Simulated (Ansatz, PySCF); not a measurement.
Species: sum formula BHF, charge 0, multiplicity 2. It need not be the lowest isomer of its formula. 
Geometry from a B3LYP-D3(BJ)/def2-TZVP (Ansatz, a first-principles code) optimisation:
SMILES: [BH]F
```xyz
3

B     -0.6180     0.4147     0.0242
F      0.5272    -0.2094    -0.0070
H     -1.6550    -0.1892    -0.0583
```
Charge 0, spin multiplicity 2.

Total electronic energies in hartree. Valence correlation only, unless marked. Open shells are spin-unrestricted. No spin-orbit coupling. Non-relativistic. CBS marks a two-point X^-3 extrapolation of the correlation energy; Hartree-Fock from the larger set.

| level | program | energy (Eh) |
|---|---|---|
| HF/6-31G | Ansatz | -124.63779 |
| B3LYP-D4/def2-TZVPD | Ansatz + dftd4 | -125.31390 |
| LC-wPBE-D4/def2-TZVPD | Ansatz + dftd4 | -125.22916 |
| PBE-QIDH/def2-TZVPD | Ansatz | -125.15495 |
| MP2/6-31G* | Ansatz | -124.90760 |
| MP2/aug-cc-pVTZ | Ansatz | -125.06896 |
| SCS-MP2/6-31G | Ansatz | -124.79652 |
| CCSD(T)/cc-pVDZ | PySCF | -124.95373 |
| CCSD(T)/CBS(aug-cc-pVTZ,aug-cc-pVQZ) | Ansatz | -125.1394 |

Totals of different functionals don't rank their quality; only differences between species are comparable.
